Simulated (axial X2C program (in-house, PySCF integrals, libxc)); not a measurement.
**What spin–orbit coupling does to FeCl⁺**

All values were computed with an in-house relativistic program for diatomic molecules. Spin-free means the one-electron spin-free X2C Hamiltonian; two-component (2c) means X2C with spin–orbit coupling and atomic mean-field two-electron Coulomb and Gaunt terms, so the difference of the two also holds small scalar two-electron terms. Basis: Fe dyall-v3z [9s10p6d3f2g], Cl dyall-v3z [8s7p2d1f] (cores contracted in-house); Gaussian nuclei, density fitting, unrestricted open shells. Masses: Fe 55.935 u, Cl 34.969 u.

Spin-free state: M_S = 2, Λ = 2 (beyond evenly filled blocks: σα, π+α, π-α, δ+α, δ+β, δ-α); fragments Fe+ + Cl.

```tsv
level	Re (Å)	ωe (cm⁻¹)	De (eV)	μ (D)
PBE0	2.048	504.5	3.182	-5.77
HF	2.136	481.1	1.591	-8.19
MP2	2.075	496.9	3.098	n/a
r2SCAN	2.037	505.0	3.075	-5.22
PBE50	2.063	508.3	2.912	-6.75
```

Correlated methods: 14 electrons correlated (number of frozen shells: Fe 3 s, 2 p; Cl 2 s, 1 p), 232 virtual spin orbitals or spinors in MP2.

Dipoles are positive if Cl is the positive end and refer to the centre of mass.

Two-component determinant lowest at the distance of the search:

Ω = 4 (⟨Sz⟩ = 2.00, ⟨Lz⟩ = 2.00 at HF); fragments Fe+ + Cl.

| level | Re (Å) | ωe (cm⁻¹) | μ (D) |
| --- | --- | --- | --- |
| PBE0 | 2.049 | 504.2 | -5.77 |
| HF | 2.137 | 480.9 | -8.19 |
| MP2 | 2.076 | 496.6 | n/a |
| r2SCAN | 2.037 | 504.7 | -5.22 |
| PBE50 | 2.064 | 508.0 | -6.75 |

Problem. From the two tables, how do the constants change at the MP2 level (2c against spin-free)?

Solution. At the MP2 level Re is unchanged within 0.001 Å and ωe decreases by 0.3 cm⁻¹.

Occupations by symmetry block were frozen at the best pattern of an incomplete PBE0 search. Dissociation energies refer to the lowest single-determinant-based atoms at the same level and basis. De is not given where an atomic determinant may have missed its ground term or J level, or where the truncated virtual space spoils (T). Density functionals use the spin component along the axis (collinear). Other states lie close and PBE0, whose exact exchange favours high spin, may order them wrongly; the determinant shown need not be the ground state. The nearest other spin-free determinant of the search, M_S = 2, Λ = 1, lies 0.23 eV up at the distance of the search. The functionals have no current-density term, which raises determinants with orbital currents, atoms included. With several unpaired electrons one determinant need not be a pure state. Open-shell Ω = 0 determinants with evenly filled partner blocks cannot be reached by this program, so the Ω shown need not be the lowest component. Some points did not converge and are left out. The stretched end of a curve changes character and is left out.
